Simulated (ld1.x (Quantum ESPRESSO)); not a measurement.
## Transferability test, TM potential for lutetium (Lu)

ld1.x (Quantum ESPRESSO) 7.5 input, shortened:

```
&input
   title='Lu', zed=71., rel=2, dft='PBE', iswitch=3,
   config='[Xe] 4f14 5d1 6s1.5 6p0.5', rel_dist='average'
 /
 &inputp
   pseudotype=2, tm=.true., lloc=-2, rcloc=2.30,
   nlcc=.false.
 /
4
5S  1  0   2.00   0.00  1.20  1.20  0.0
5P  2  1   6.00   0.00  1.75  1.75  0.0
5D  3  2   1.00   0.00  2.95  2.95  0.0
4F  4  3  14.00   0.00  0.75  0.75  0.0
 &test
   configts(1)='4f14 5s2 5p6 5d1 6s1.5 6p0.5'
 /
```

Open shells are filled in proportion to 2j + 1 (rel_dist='average').

Occupied shells without a wave of their own: 6p, 6s. They enter only through the test configuration that unscreens the potential.

Energies are relative to the spin-unpolarised reference configuration 4f14 5s2 5p6 5d1 6s1.5 6p0.5; without spin polarisation the order of configurations can differ from experiment.

```json
{"valence configuration": "4f14 5s2 5p6 5d1 6s2 6p0", "charge": "0", "ΔE all-electron (eV)": "-1.673", "error AE − PS (meV)": "-74"}
{"valence configuration": "4f14 5s2 5p6 5d1 6s1 6p0", "charge": "+1", "ΔE all-electron (eV)": "5.695", "error AE − PS (meV)": "+162"}
{"valence configuration": "4f14 5s2 5p6 5d1 6s0 6p0", "charge": "+2", "ΔE all-electron (eV)": "18.974", "error AE − PS (meV)": "+513"}
{"valence configuration": "4f14 5s2 5p6 5d1 6s0 6p2", "charge": "0", "ΔE all-electron (eV)": "5.310", "error AE − PS (meV)": "+235"}
{"valence configuration": "4f14 5s2 5p6 5d0 6s2 6p0", "charge": "+1", "ΔE all-electron (eV)": "3.585", "error AE − PS (meV)": "-71"}
{"valence configuration": "4f14 5s2 5p6 5d1 6s1 6p1", "charge": "0", "ΔE all-electron (eV)": "1.725", "error AE − PS (meV)": "+76"}
```

Q: What are ΔE and the potential's error for 4f14 5s2 5p6 5d1.5 6s1.5 6p0?

A: ΔE = -0.194 eV all-electron; the error (AE − PS) is +20 meV.

The 6p, 6s levels have no wave, so the channel is fitted at the deeper level alone: the likely source of the large errors.

A Bessel basis up to 400 Ry misses an occupied level by 0.10 Ry, so cutoffs and ghosts were not judged.
